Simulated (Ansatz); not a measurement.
Basis-set extrapolation for `F[Si](S)(Cl)Cl` (PBE0-D4/def2-TZVP geometry, frozen core, Ansatz 0.2.0). Multiplicity 1, RHF reference.

```csv
,def2-TZVPP,def2-QZVPP
HF,-1705.794577,-1705.845305
MP2 correlation,-0.913540,-1.003853
CCSD(T) correlation,-1.001151,-1.091739
```

Energies in hartree. Use E(X) = E(∞) + A·exp(−7.88·√X) for Hartree–Fock and E(X) = E(∞) + B·X^(−2.97) for correlation, with X = 3 and 4.

What is the CCSD(T) energy at the basis-set limit?

HF limit: -1705.845305 + (-0.050728) × 0.13774 = -1705.85229. Correlation limit: -1.091739 + (-0.090588) × 0.74074 = -1.15884. Total: -1707.01113 hartree, 135.2 kcal/mol below CCSD(T)/def2-TZVPP.
